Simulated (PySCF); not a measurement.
BF2, SMILES F[B]F (connectivity only; charge and spin as stated), charge +1, multiplicity 1. Atoms are numbered in the order given.

```xyz
3

F      0.0000     0.0000    -1.2264
B      0.0000     0.0000     0.0000
F      0.0000     0.0000     1.2264
```
Charge +1, spin multiplicity 1.

Geometry optimised at PBE0-D3(BJ)/def2-TZVP. The spin state was assumed, not searched. The isomer is the one that the SMILES or the coordinates give; other isomers of the formula were not compared.

Level of theory: TDDFT-ωB97X/def2-TZVPD (PySCF 2.14.0).

Vertical excitations; the highest root listed may be one member of a degenerate set.  State labels are in the subgroup D2h.

Computed UV-visible absorptions:
| state | symmetry | energy (eV) | λ (nm) | f | main pairs |
|---|---|---|---|---|---|
| S1 | B3g | 12.16 | 102 | 0.000 | HOMO→LUMO (degenerate set) |
| S2 | B2g | 12.16 | 102 | 0.000 | HOMO−1→LUMO (degenerate set) |
| S3 | Au | 12.23 | 101 | 0.000 | HOMO−1→LUMO+1 49 %, HOMO→LUMO+2 49 % |
| S4 | B1u | 12.39 | 100 | 0.000 | HOMO→LUMO+1, HOMO−1→LUMO+2 (degenerate set) |
| S5 | Au | 12.39 | 100 | 0.000 | HOMO→LUMO+2, HOMO−1→LUMO+1 (degenerate set) |
| S6 | B1g | 13.74 | 90 | 0.000 | HOMO−3→LUMO+2 49 %, HOMO−2→LUMO+1 49 % |
| S7 | Ag | 13.79 | 90 | 0.000 | HOMO−3→LUMO+1, HOMO−2→LUMO+2 (degenerate set) |
| S8 | B1g | 13.79 | 90 | 0.000 | HOMO−2→LUMO+1, HOMO−3→LUMO+2 (degenerate set) |
| S9 | B2u | 13.92 | 89 | 0.112 | HOMO−3→LUMO (degenerate set) |
| S10 | B3u | 13.92 | 89 | 0.112 | HOMO−2→LUMO (degenerate set) |
| T1 | B1u | 11.53 | 108 | 0 | HOMO−1→LUMO+2 49 %, HOMO→LUMO+1 49 % |
| T2 | B3g | 11.78 | 105 | 0 | HOMO→LUMO (degenerate set) |
| T3 | B2g | 11.78 | 105 | 0 | HOMO−1→LUMO (degenerate set) |
| T4 | B1u | 11.87 | 104 | 0 | HOMO→LUMO+1 49 %, HOMO−1→LUMO+2 49 % |
Triplets are in the Tamm–Dancoff approximation, which puts them higher than full response would, so one can lie above its singlet here.
